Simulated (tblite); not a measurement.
Species: C₄H₉FO₂Si.
Cartesian coordinates in Å at the GFN2-xTB level; atoms count from 1:
```xyz
17
C4H9FO2Si angstrom
C     -2.479   -0.214    0.145
O     -1.405    0.695    0.142
Si    -0.016    0.663   -0.682
C      0.860    2.208    0.027
O      1.962    2.556   -0.309
C      1.038   -0.905   -0.266
C      1.422   -1.025    1.202
F      0.275   -2.027   -0.615
H     -3.043   -0.130   -0.784
H     -3.124    0.038    0.986
H     -2.122   -1.239    0.247
H     -0.176    0.720   -2.135
H      0.309    2.806    0.782
H      1.935   -0.979   -0.889
H      0.539   -0.967    1.836
H      2.097   -0.214    1.461
H      1.920   -1.975    1.387
```

Level: GFN2-xTB in tblite, geometry and Hessian alike; calculated harmonic values, unscaled, isolated species. Against measured fundamentals such values can be off by several per cent, at times by over 20. Modes of hydrogen on silicon can be 10 to 20 % off. One conformer, not necessarily the lowest.

Harmonic wavenumbers (cm⁻¹): 35.7, 52.0, 85.0, 85.6, 102.1, 117.0, 167.2, 207.5, 237.3, 285.6, 329.7, 362.3, 442.5, 600.2, 624.9, 678.9, 718.5, 775.2, 793.3, 897.5, 997.6, 1060.3, 1111.0, 1125.2, 1131.3, 1153.6, 1245.7, 1286.4, 1349.5, 1399.9, 1412.4, 1470.7, 1476.0, 1479.2, 1493.8, 1755.5, 2262.5, 2712.8, 2927.4, 2980.4, 2996.4, 3002.2, 3024.9, 3033.4, 3048.3.

A = 1860, B = 1350, C = 935.0 MHz; mass 136.036 u (most abundant isotopes); point group C1, symmetry number 1.

Task: Zero-point energy?

Result: ½Σν̃ = 27267 cm⁻¹ = 77.96 kcal/mol.

Task: Entropy at 298.15 K, 1 bar (ideal gas, RRHO, classical rotation)?

Result: Translation 40.66, rotation 29.31, vibration 37.99: S = 108.0 cal/(mol K).

Task: And Cp and H(298.15 K) − H(0)?

Result: Cp = 39.72 cal/(mol K), of which vibrations give 31.77 (their classical limit is 45 R = 89.4); H(298.15 K) − H(0) = 7.86 kcal/mol without the zero-point energy, 5.49 from vibrations.

Task: Which modes carry the vibrational entropy at 298.15 K?

Result: 35.7 cm⁻¹: 5.48; 52.0 cm⁻¹: 4.74; 85.0 cm⁻¹: 3.77; 85.6 cm⁻¹: 3.76; 102.1 cm⁻¹: 3.41; 117.0 cm⁻¹: 3.15 cal/(mol K); the other 39 give 13.67 together.

Task: How do the functions run with temperature in this model?

Result: 
| T (K) | S (cal/(mol K)) | Cp (cal/(mol K)) | H − H(0) (kcal/mol) | G − H(0) (kcal/mol) | ln q(vib) |
| --- | --- | --- | --- | --- | --- |
| 100 | 74.9 | 23.1 | 1.58 | -5.92 | 2.93 |
| 200 | 93.8 | 31.9 | 4.35 | -14.41 | 6.64 |
| 300 | 108.2 | 39.9 | 7.93 | -24.53 | 9.91 |
| 500 | 132.1 | 54.2 | 17.41 | -48.64 | 15.67 |
| 800 | 161.0 | 68.7 | 36.03 | -92.77 | 23.20 |
| 1000 | 177.1 | 75.1 | 50.45 | -126.61 | 27.66 |

q(vib) and H(0) count from the zero-point level.

Task: What must be added to the electronic energy to get the Gibbs energy at 298.15 K and 1 bar?

Result: ZPE + [H(298.15 K) − H(0)] − T·S = 77.96 + 7.86 − 32.19 = 53.63 kcal/mol.

Task: Blend soft modes into free rotors: weight 1/[1 + (100 cm⁻¹/ν̃)⁴] for the oscillator and the rest for a rotor with moment μB/(μ + B), μ = h/(8π²ν), B = 10⁻⁴⁴ kg m². What vibrational entropy results?

Result: 33.85 cal/(mol K) in place of 37.99, which changes −T·S at 298.15 K by +1.24 kcal/mol.

Hindered rotation and anharmonicity are outside this model. Other conformers, if any are populated, would add a mixing term that is left out. The structure is chiral; the term R ln 2 for an equal mix with its mirror image is left out.

On an Arm Neoverse V1 with one thread, no GPU, shared host with 32 logical CPUs at a one-minute load of 8.4, this took 0.59 s. This covers the Hessian and the dipole derivatives.
